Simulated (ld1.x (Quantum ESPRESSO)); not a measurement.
**What one change does to a pseudopotential (selenium (Se), RRKJ)**

selenium, norm-conserving RRKJ (Kleinman–Bylander form), made with ld1.x (Quantum ESPRESSO) 7.5 (PBE, scalar-relativistic). Core [Ar] 3d10, reference 4s1.5 4p4.5. Waves: 4p (bound): rc 1.45 bohr; 4s (bound): rc 1.25 bohr. Local part: the s channel. Core correction: Bessel-smoothed model core inside 0.80 bohr.

Change: core correction Bessel-smoothed model core inside 1.24 bohr.

Cutoffs: the cutoffs (Ry, on a coarse ladder) from which the occupation-weighted sum of valence levels, in a spherical-Bessel basis at the reference potential, stays within 10 and 1 mRy of its value at 400 Ry; they do not see the model core or the augmentation charge, which bear on the density cutoff. Errors are all-electron minus pseudo energies relative to the spin-unpolarised reference configuration.

Question: How do hardness, ghosts and transferability respond?

Answer: The potential gets neither clearly harder nor softer (45 Ry and 100 Ry → 45 Ry and 100 Ry); both files keep a bound ghost (p); the errors of the 7 common tests hardly move. A wider model core is smoother and lowers the density cutoff, which this test does not measure.

```tsv
quantity	base	changed
cutoff, loose	45 Ry	45 Ry
cutoff, tight	100 Ry	100 Ry
bound ghosts	p	p
error for 4s2 4p4, meV [ΔE -5.41 eV]	-1.9	-1.8
error for 4s2 4p3, meV [ΔE 5.43 eV]	-3.9	-3.9
error for 4s2 4p2, meV [ΔE 25.78 eV]	-18	-17
error for 4s1 4p5, meV [ΔE 5.47 eV]	-2.9	-2.8
error for 4s2 4p3.5, meV [ΔE -1.10 eV]	-2.0	-2.0
error for 4s0 4p6, meV [ΔE 16.55 eV]	-26	-25
error for 4s2 4p1, meV [ΔE 56.65 eV]	-50	-49
s: phases at 1.60 bohr within 0.05 rad from the reference energy up to (Ry; the scan ends near 5)	4.5	4.5
p: phases at 1.60 bohr within 0.05 rad from the reference energy up to (Ry; the scan ends near 5)	to the end of the scan	to the end of the scan
```

 A true bound ghost makes a file unfit for plane-wave use even where its test errors are small: the radial tests pick states by their node count and pass the ghost by.
